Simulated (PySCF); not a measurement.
The vertical singlet excitations below were computed for one of the candidates. Computed with PySCF, TDDFT B3LYP/def2-SVPD, vertical, gas phase, core orbitals frozen in the response. Geometries: GFN2-xTB, one conformer each.

| state | ν̃ (cm⁻¹) | f | main configurations (H = HOMO, L = LUMO) |
| --- | --- | --- | --- |
| S1 | 43200 | 0.124 | H→L (81%) |
| S2 | 47910 | 0.036 | H→L+1 (59%), H→L+2 (25%), H-1→L (10%) |
| S3 | 48530 | 0.010 | H→L+2 (52%), H→L+1 (35%) |
| S4 | 49310 | 0.0064 | H→L+3 (94%) |
| S5 | 50600 | 0.148 | H-1→L (65%) |
| S6 | 51340 | 0.0065 | H→L+4 (63%), H→L+5 (16%), H→L+2 (10%) |
| S7 | 53300 | 0.041 | H→L+5 (53%), H→L+4 (20%), H→L+6 (13%) |
| S8 | 53430 | 0.0043 | H→L+6 (78%), H→L+5 (16%) |

Triplets computed (Tamm–Dancoff): 4.05, 5.37, 5.42 eV.

Problem. Which structure fits? All have the formula C4H9OPSi.
A. `C=C[C@@H]1[C@H]([SiH3])[P@H]1=O`
B. `C=C[Si@]1(P)CCO1`
C. `O=[P@@H]1C=C([SiH3])CC1`

Solution. A. Its S1, at 5.36 eV, is the highest among the candidates; the nearest of the others has S1 at 5.07 eV. S1 is HOMO→LUMO (81%). Löwdin shares by element: HOMO carbon 32% or more, oxygen 23%, phosphorus 13% (atoms not listed hold the other 31%); LUMO carbon 60% or more, phosphorus 9% (atoms not listed hold the other 32%). At the same level the other candidates give, for their lowest levels:
- `C=C[Si@]1(P)CCO1`: 5.07 eV (f 0.014); 5.51 eV (f 0.017); 6.21 eV (f 0.093); 6.26 eV (f 0.006); 6.43 eV (f 0.034); T1 4.36 eV; HOMO -7.03, LUMO -1.08 eV
- `O=[P@@H]1C=C([SiH3])CC1`: 5.02 eV (f 0.009); 5.21 eV (f 0.003); 6.39 eV (f 0.261); 6.47 eV (f 0.009); 6.67 eV (f 0.013); T1 4.13 eV; HOMO -7.43, LUMO -1.39 eV

Conformer computed: `[CH2:1]=[CH:2][C@@H:3]1[C@H:4]([SiH3:5])[P@H:6]1=[O:7]`: C1–C2–C3–C4 -144°.
